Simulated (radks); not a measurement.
The numbers below are computed, except where a source is named.
The osmium ion Os2+, 74 electrons, occupied as [Xe] 4f14 5d6. Code: a radial shooting solver on a logarithmic mesh with Libxc functionals. Model: Dirac Kohn-Sham, PBE, spin-unpolarised, spherical densities, finite nucleus; open shells fill j = l - 1/2 first; Fermi nuclear charge, rms radius 5.4126 fm.

Spin-orbit splittings of the eigenvalues, e(l+1/2) - e(l-1/2), with zeta = 2 splitting/(2l+1) and mean radii in bohr:

shell  occ.  splitting (eV)  zeta (eV)  <r> j=l-1/2  <r> j=l+1/2
2p        6            1531       1021      0.06130      0.06950
3p        6           333.9      222.6       0.1835       0.1986
3d       10           72.33      28.93       0.1734       0.1781
4p        6           78.42      52.28       0.4357       0.4692
4d       10           14.53      5.811       0.4824       0.4938
4f       14           2.805     0.8014       0.5526       0.5608
5p        6               ?          ?        1.101        1.200
5d        6           1.134     0.4538        1.672        1.728

Estimate the 5p splitting.

Answer. 12.19 eV (zeta = 8.128 eV).
